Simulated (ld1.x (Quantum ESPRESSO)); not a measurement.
What one change does to a pseudopotential (neodymium (Nd), RRKJ)

ld1.x (Quantum ESPRESSO) 7.5 input, shortened:

```
&input
   title='Nd', zed=60., rel=1, dft='PBE', iswitch=3,
   config='[Xe] 4f4 5d0.5 6s1.5 6p0'
 /
 &inputp
   pseudotype=2, tm=.false., lloc=0,
   nlcc=.false.
 /
4
5P  2  1   6.00   0.00  2.80  2.80  0.0
5D  3  2   0.50   0.00  2.35  2.35  0.0
4F  4  3   4.00   0.00  1.00  1.00  0.0
5S  1  0   2.00   0.00  1.60  1.60  0.0
 &test
   configts(1)='4f4 5s2 5p6 5d0.5 6s1.5 6p0'
 /
```

Occupied shells without a wave of their own: 6s. They enter only through the test configuration that unscreens the potential.

Change: wave 5s (bound): rc 1.60 bohr becomes 5s (bound): rc 2.08 bohr.

Cutoffs: the cutoffs (Ry, on a coarse ladder) from which the occupation-weighted sum of valence levels, in a spherical-Bessel basis at the reference potential, stays within 10 and 1 mRy of its value at 400 Ry; they do not see the model core or the augmentation charge, which bear on the density cutoff. Errors are all-electron minus pseudo energies relative to the spin-unpolarised reference configuration.

How do hardness, ghosts and transferability respond?

The potential gets neither clearly harder nor softer (200 Ry and 300 Ry → 200 Ry and 300 Ry); the f channel sets the loose cutoff, while the largest relative change is in s, which becomes softer; the miss of the reference levels goes from 0.05 to 0.33 eV; of the 7 tests that both files solve, the error grows in 7 and shrinks in 0 by more than 15 % and 0.3 meV (median size 25.2 → 246.4 meV); the range in which the f phases agree widens (upper end 1.3 → 4.8); neither file shows a bound ghost. More of the atom is replaced by a form fitted at one configuration, so other configurations suffer.

| quantity | base | changed |
| --- | --- | --- |
| cutoff, loose | 200 Ry | 200 Ry |
| cutoff, tight | 300 Ry | 300 Ry |
| loose cutoff by channel (10 mRy a level) | p 12 Ry, d 10 Ry, f 200 Ry, s 45 Ry | p 10 Ry, d 10 Ry, f 200 Ry, s 18 Ry |
| bound ghosts | none | none |
| largest miss of a reference level, eV | 0.05 | 0.33 |
| error for 4f4 5s2 5p6 5d0 6s2 6p0, meV [ΔE -0.83 eV] | +25 | +174 |
| error for 4f4 5s2 5p6 5d0 6s1 6p0, meV [ΔE 4.97 eV] | -38 | -246 |
| error for 4f4 5s2 5p6 5d0 6s0 6p0, meV [ΔE 15.76 eV] | -151 | -1001 |
| error for 4f4 5s2 5p5 5d0 6s2 6p0, meV [ΔE 26.01 eV] | +25 | +343 |
| error for 4f4 5s2 5p6 5d0 6s1.5 6p0, meV [ΔE 1.49 eV] | -1.7 | -3.5 |
| error for 4f4 5s2 5p6 5d1 6s1 6p0, meV [ΔE 0.88 eV] | -25 | -159 |
| error for 4f4 5s2 5p6 5d1 6s0 6p0, meV [ΔE 6.05 eV] | -96 | -653 |
| s: phases at 3.04 bohr within 0.05 rad from the reference energy up to (Ry; the scan ends near 5) | -0.0 | -0.6 |
| p: phases at 3.04 bohr within 0.05 rad from the reference energy up to (Ry; the scan ends near 5) | 0.6 | 0.6 |
| d: phases at 3.04 bohr within 0.05 rad from the reference energy up to (Ry; the scan ends near 5) | 2.8 | 2.8 |
| f: phases at 3.04 bohr within 0.05 rad from the reference energy up to (Ry; the scan ends near 5) | 1.3 | 4.8 |

Changed file: The 6s level has no wave, so the channel is fitted at the deeper level alone: the likely source of the large errors.
